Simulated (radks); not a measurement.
Charge is removed step by step from the 4d down level of I+, starting from [Kr] 4d(up 5, down 5) 5s2 5p4. All-electron calculation, scalar-relativistic Kohn-Sham, PBE, spin-polarised, spherical densities, point nucleus; open shells are filled with parallel spins first (spin-orbit coupling, left out, can overturn this in heavy ions). Program: a radial shooting solver on a logarithmic mesh with Libxc functionals.

| removed (e) | E - E(0) (eV) | eigenvalue (eV) | E minus straight line (eV) |
|---|---|---|---|
| 0 | 0.000 | -59.613 | 0.000 |
| 0.1 | 6.042 | -61.270 | -0.768 |
| 0.2 | 12.250 | -62.943 | -1.369 |
| 0.3 | 18.627 | -64.633 | -1.803 |
| 0.4 | 25.173 | -66.338 | -2.066 |
| 0.5 | 31.891 | -68.059 | -2.159 |
| 0.6 | 38.781 | -69.795 | -2.078 |
| 0.7 | 45.846 | -71.545 | -1.824 |
| 0.8 | 53.086 | -73.310 | -1.393 |
| 0.9 | 60.503 | -75.089 | -0.786 |
| 1 | 68.099 | -76.881 | 0.000 |

Removing the whole electron costs 68.099 eV by Delta-SCF, against 59.613 eV from minus the eigenvalue at the starting occupation. Slater's transition state (half an electron removed) gives 68.059 eV. Integrating minus the eigenvalue over the occupation (Janak's theorem) gives 68.122 eV. In this scalar-relativistic scheme the density is built from large components alone, so the theorem holds only approximately. The mean slope of the eigenvalue, de/dn, is 17.3 eV per electron.
